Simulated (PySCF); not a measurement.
A search over the determinants of CaH⁺

Unrestricted PBE0; basis Ca 6-311G(d,p), H 6-311G(d,p); no relativity; PySCF 2.14. Outer shells of the fragments: Ca+ 4s1; H 1s1.

Followed along the bond (rough minima from three points):

| 2Ms+1 | unpaired | ⟨S²⟩ at the start | R at minimum (Å) | Te (eV) |
| --- | --- | --- | --- | --- |
| 1 | none | 0.00 | 1.88 | 0.00 |
| 3 | σ ↑↑ | 2.00 | none in the scan | ≤ 2.57 |

Solutions found at the starting distance of 2.010 Å, counted from the lowest of them; the search is not exhaustive and high or unbound solutions are not listed, so other states can lie among these:

| 2Ms+1 | unpaired | term | E (eV) | ⟨S²⟩ | ⟨Lz²⟩ | μ (D) |
| --- | --- | --- | --- | --- | --- | --- |
| 1 | none | ¹Σ⁺ | 0.00 | 0.00 | 0.00 | -5.07 |
| 3 | σ ↑↑ | ³Σ⁺ | 2.70 | 2.00 | 0.00 | 1.28 |
| 3 | σ ↑, π ↑ | ³Π | 4.23 | 2.00 | 1.00 | -0.73 |
| 1 | σ ↑, π ↓ | mixed | 4.36 | 1.00 | 1.00 | -0.67 |
| 3 | σ ↑, δ ↑ | ³Δ | 4.49 | 2.00 | 4.00 | 0.18 |
| 1 | σ ↑, δ ↓ | mixed | 4.50 | 1.00 | 4.00 | 0.16 |

A term symbol is given only where ⟨S²⟩ and ⟨Lz²⟩ are close to those of a pure state; real π, δ and φ orbitals otherwise mix terms. A positive dipole points towards H; it is taken about the centre of mass and depends on that origin.

Counting both spins, an empty level lies below a filled one in some of these solutions, because spin and occupation are held.
